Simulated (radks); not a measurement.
Results of a calculation; reference values are marked as such.
Effect of the nuclear size on the rhenium ion Re+, [Xe] 4f14 5d5 6s1. Code: a radial shooting solver on a logarithmic mesh with Libxc functionals. Model: Dirac Kohn-Sham, PBE, spin-unpolarised, spherical densities, finite nucleus; open shells are shared between the two j in proportion to 2j + 1; Fermi nuclear charge, rms radius 5.3698 fm. The rms radius is varied about that value; shifts are against it.

rms radius (fm),total energy shift (eV),density at nucleus (e/bohr^3),1s1/2 shift (meV),2s1/2 shift (meV),5s1/2 shift (meV),5p1/2 shift (meV),6s1/2 shift (meV),5d5/2 shift (meV),6p1/2 (empty) shift (meV)
4.5214,-19.1,1.645e+06,-7730,-1100,-10.6,0.275,-1.09,0.385,0.109
4.951,-9.70,1.592e+06,-3920,-558,-5.39,0.139,-0.553,0.195,0.055
5.3698,0,1.547e+06,0.000,0.000,0.000,0.000,0.000,0.000,0.000
5.7349,8.86,1.511e+06,3580,510,4.93,-0.127,0.506,-0.179,-0.050
6.6102,31.6,1.436e+06,12800,1820,17.6,-0.451,1.80,-0.637,-0.180

Slopes of the eigenvalues against <r^2> in GHz/fm^2, as finite differences over the two radii next to the reference (eigenvalue slopes, not the field-shift constants of lines): 1s1/2 217000, 2s1/2 30800, 5s1/2 298, 5p1/2 -7.69, 6s1/2 30.6, 5d5/2 -10.8, 6p1/2 (empty) -3.05.
